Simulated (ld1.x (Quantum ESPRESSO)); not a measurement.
**Configuration tests for C (ultrasoft)**

carbon (C), ultrasoft, made with ld1.x (Quantum ESPRESSO) 7.5 (LDA (PZ), scalar-relativistic). Core [He], reference 2s2 2p2. Waves: 2s (bound): rcut 0.90, rcutus 1.15 bohr; 2s channel at -0.7 Ry: rcut 0.90, rcutus 1.15 bohr; 2p (bound): rcut 1.55, rcutus 1.95 bohr; 2p channel at 2.35 Ry: rcut 1.55, rcutus 1.95 bohr. Local part: all-electron potential smoothed inside 1.00 bohr (lloc = -2). Core correction: a·sin(br)/r model core, default radius (core density twice the valence density). Augmentation charge: PSQ, inside the norm-conserving radii.

Energies are relative to the spin-unpolarised reference configuration 2s2 2p2; without spin polarisation the order of configurations can differ from experiment. Spin-polarised rows fill each open shell by Hund’s rule, majority spin first.

```csv
valence configuration,charge,ΔE all-electron (eV),error AE − PS (meV)
2s2 2p0,+2,35.247,+77
2s1 2p0,+3,83.217,+175
2s1 2p3,0,8.242,+5.1
2s2 2p2.3,-0.3,-1.199,+0.7
2s2 2p1.5,+0.5,4.029,+2.9
2s1 2p2,+1,19.482,+7.3
2s2 2p2 (spin-polarised),0,-1.128,+6.6
2s2 2p1 (spin-polarised),+1,10.591,+16
```

Q: What are ΔE and the potential's error for 2s2 2p1?

A: ΔE = 10.988 eV all-electron; the error (AE − PS) is +14 meV.

Levels in the configuration 2s1 2p2:

```
level  all-electron (eV)  pseudo (eV)
   2s            -25.697      -25.682
   2p            -17.193      -17.179
```
